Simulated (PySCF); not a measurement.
## Computed structure and properties of [Tb(OH)2]+

System: [Tb(OH)2]+ (singlet in the valence; each metal's 4f electrons, 8 of them, lie in its core potential, out of spins and levels); start: template (C2). Method: PySCF 2.14.0, RKS PBE0, Tb lcecp-1-SVP with ECP54, O def2-SVP, H def2-SVP; non-relativistic Hamiltonian with scalar-relativistic core potentials where named; density fitting; no spin-orbit coupling.

Input of the relaxation:

```python
mol = gto.M(atom='''
Tb     0.00000    -0.00000    -0.15648
O      1.97600    -0.00000     0.72782
H      2.93550    -0.09060     0.78692
O     -1.97600     0.00000     0.72782
H     -2.93550     0.09060     0.78692''',
    basis={'Tb': 'lcecp-1-SVP', 'O': 'def2-SVP', 'H': 'def2-SVP'},
    ecp={'Tb': 'lcecp-1-SVP'},
    charge=1, spin=0)
mf = dft.RKS(mol, xc='PBE0')
mf.grids.atom_grid = (50, 194)  # f atoms: unpruned, at least (60, 302)
mf = mf.density_fit()  # fitting sets: Tb AutoAux, O def2-universal-JKFIT, H def2-universal-JKFIT
mf.conv_tol = 1e-08; mf.max_cycle = 55
mf.kernel(dm0)  # dm0: converged density of the start geometry
# quasi-Newton relaxation in Cartesian coordinates to a largest gradient under 0.00045 Eh/bohr, steps kept in the point group
```

Run from Python with OMP_NUM_THREADS=2; the lines above give its settings. Where DIIS fails, smearing, a level shift and second-order steps follow.
It took 26 s on 2 threads of Arm Neoverse V2 (shared host), from the converged density of the start.

Course of the relaxation:

```tsv
step	energy above end (eV)	largest force component within the symmetry (eV/Å)
0	1.0740	2.943
1	0.4843	1.320
2	0.3033	1.245
3	0.2611	1.111
4	0.2547	1.708
5	0.1202	0.619
6	0.0808	0.434
7	0.0503	0.716
8	0.0164	0.392
9	0.0043	0.132
10	0.0008	0.079
11	0.0003	0.058
12	0.0000	0.015
13	0.0000	0.002
```

Relaxed geometry (C2v):

```xyz
5

Tb    0.0000    0.0000   -0.5817
O     1.6330   -0.0344    0.5097
H     2.2854   -0.0479    1.2177
O    -1.6330    0.0344    0.5097
H    -2.2854    0.0479    1.2177
```

| contact | Å |
| --- | --- |
| Tb1–O2 (OH) | 1.964 |
| Tb1–O4 (OH) | 1.964 |

On the finer grid (75, 302):

- HOMO: -13.60 eV
- LUMO: -6.99 eV
- Dipole about the centre of mass: 2.51 D
- Set of Mulliken populations of Tb1 outside the core potential: s 2.12, p 6.17, d 1.23, f 0.08
- D3(BJ) dispersion energy (not in the energies): -0.052 eV

```csv
atom,Mulliken (e),Löwdin (e),spin (e)
Tb1,1.40,1.18,0.00
O2,-0.44,-0.22,0.00
H3,0.24,0.13,0.00
O4,-0.44,-0.22,0.00
H5,0.24,0.13,0.00
```

The 4f levels lie in the core potential and are missing. Their spin isn't counted.

On the grid (50, 194), as all that follows. Harmonic modes: a minimum; lowest 144 cm⁻¹ (negative: unstable), highest 3939 cm⁻¹, zero-point energy 0.715 eV.

Taking off one OH (charge -1, singlet; the rest: singlet) in vacuum, both parts rigid, costs 17.67 eV; the small basis without counterpoise inflates it. Most of it is the attraction of opposite charges; other ways to part are cheaper, and one spin state was tried for the rest.

Rigid scan of OH along the line from its metal:

distance to O2 (Å), energy (eV) and a bar:
```
     1.66      1.961 ##########
     1.76      0.747 ####
     1.86      0.161 #
     1.96      0.000 
     2.06      0.120 #
     2.16      0.421 ##
     2.36      1.304 #######
     2.66      2.812 ##############
     3.06      4.566 #######################
     3.56      5.984 ##############################
```

One start shape was tried, so this needn't be the lowest isomer.

An lcecp potential fixes the number of 4f electrons, so in runs with it no electron can move into or out of that shell.
